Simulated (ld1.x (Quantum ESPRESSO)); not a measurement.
# tin (Sn): excitation energies, all-electron against RRKJ

```json
{
  "Element": "tin",
  "Generator": "ld1.x (Quantum ESPRESSO) 7.5",
  "Type": "norm-conserving RRKJ (Kleinman–Bylander form)",
  "Functional": "LDA (PZ)",
  "Relativity": "scalar-relativistic",
  "Frozen core": "[Kr]",
  "Valence charge": "14",
  "Reference configuration": "4d10 5s2 5p0.5 (charge +1.5)",
  "Partial waves": "5p (bound): rc 2.05 bohr; 4d (bound): rc 1.65 bohr; 5s (bound): rc 2.10 bohr",
  "Local potential": "the s channel",
  "Core correction": "a·sin(br)/r model core inside 1.60 bohr"
}
```

Energies are relative to the spin-unpolarised reference configuration 4d10 5s2 5p0.5; without spin polarisation the order of configurations can differ from experiment. Spin-polarised rows fill each open shell by Hund’s rule, majority spin first.

```json
{"valence configuration": "4d10 5s2 5p2", "charge": "0", "ΔE all-electron (eV)": "-13.278", "error AE − PS (meV)": "+4.7"}
{"valence configuration": "4d10 5s2 5p1", "charge": "+1", "ΔE all-electron (eV)": "-6.180", "error AE − PS (meV)": "+1.6"}
{"valence configuration": "4d10 5s2 5p0", "charge": "+2", "ΔE all-electron (eV)": "8.084", "error AE − PS (meV)": "-2.1"}
{"valence configuration": "4d10 5s1 5p3", "charge": "0", "ΔE all-electron (eV)": "-6.204", "error AE − PS (meV)": "-0.8"}
{"valence configuration": "4d10 5s0 5p0", "charge": "+4", "ΔE all-electron (eV)": "81.093", "error AE − PS (meV)": "-54"}
{"valence configuration": "4d10 5s2 5p2.3", "charge": "-0.3", "ΔE all-electron (eV)": "-14.178", "error AE − PS (meV)": "+5.6"}
{"valence configuration": "4d9 5s2 5p3", "charge": "0", "ΔE all-electron (eV)": "11.070", "error AE − PS (meV)": "-348"}
{"valence configuration": "4d10 5s2 5p0.5 (spin-polarised)", "charge": "+1.5", "ΔE all-electron (eV)": "-0.044", "error AE − PS (meV)": "+0.3"}
{"valence configuration": "4d10 5s2 5p2 (spin-polarised)", "charge": "0", "ΔE all-electron (eV)": "-13.753", "error AE − PS (meV)": "+8.6"}
```
